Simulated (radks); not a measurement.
Results of a calculation; reference values are marked as such.
Excited configurations of neutral selenium: one electron is placed in a higher orbital outside [Ar] 3d10 4s2 4p3. The ground configuration is [Ar] 3d10 4s2 4p4. Level of theory: scalar-relativistic Kohn-Sham, BLYP, spin-polarised, spherical densities, finite nucleus; open shells are filled with parallel spins first; Fermi nuclear charge, rms radius 4.14 fm (a radial shooting solver on a logarithmic mesh with Libxc functionals). Excitation = E - E(ground); binding = E(ion) - E, where the ion is the core of charge +1; n* = 1/sqrt(2 binding) in atomic units, and the quantum defect is n - n*.

outer orbital,excitation (eV),binding (eV),n*,quantum defect,eigenvalue (eV),<r> (bohr)
4d,7.700,1.927,2.657,1.343,-0.558,7.561
5p,7.231,2.396,2.383,2.617,-1.212,7.841
6p,8.282,1.345,3.181,2.819,-0.756,15.30

The Delta-SCF ionisation energy is 9.627 eV (NIST Atomic Spectra Database: 9.752 eV, measured). Self-interaction in the functional shifts the binding energies and quantum defects, so they are the method's values and not measured ones. Open shells are spherical and high-spin; term and fine-structure splittings are not resolved.
